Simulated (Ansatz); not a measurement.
```yaml
crystal:
  periodic: [true, true, true]
  atoms:
    - {symbol: N, position_ang: [0.569425, 0.931311, 1.665257]}
    - {symbol: C, position_ang: [-0.498824, 0.316112, 1.465311]}
    - {symbol: F, position_ang: [-1.512162, 0.310603, 2.362651]}
    - {symbol: Si, position_ang: [-0.743551, -0.710815, -0.109729]}
    - {symbol: F, position_ang: [-2.227201, -0.440818, -0.649903]}
    - {symbol: Si, position_ang: [0.881047, -0.031092, -1.647279]}
    - {symbol: H, position_ang: [0.598012, 1.405015, 2.570018]}
    - {symbol: H, position_ang: [-0.663636, -2.142398, 0.277993]}
    - {symbol: H, position_ang: [0.809621, 1.439678, -1.831728]}
    - {symbol: H, position_ang: [0.636305, -0.708229, -2.948866]}
    - {symbol: H, position_ang: [2.216264, -0.426468, -1.133225]}
basis:
  gaussian: {orbitals: def2-TZVPD, final_grid: {core_spheres: 8, valence_spheres: 7, degree: 23}}
hamiltonian: {xc: {name: B2GP-PLYP}}
output: {forces: true}
```

```sh
$ ansatz run in.yaml --threads 4 --pin off --events-out ev --progress --plain --max-ram 10444MiB
```

Shortened log:

```
Error: YAML parse error: error: line 2 column 3: crystal: missing field `lattice` (a structure is typed as `lattice` and `atoms`, a molecule's as `atoms` in Å alone, or read from a run's directory, `checkpoint`)
 --> <input>:2:3
1 | crystal:
2 |   periodic: [true, true, true]
3 |   atoms:
4 |     - {symbol: N, position_ang: [0.569425, 0.931311, 1.665257]}
```

Problem. Something in this input is off. What?

Solution. The molecule is marked periodic without a cell. The program refused the input.
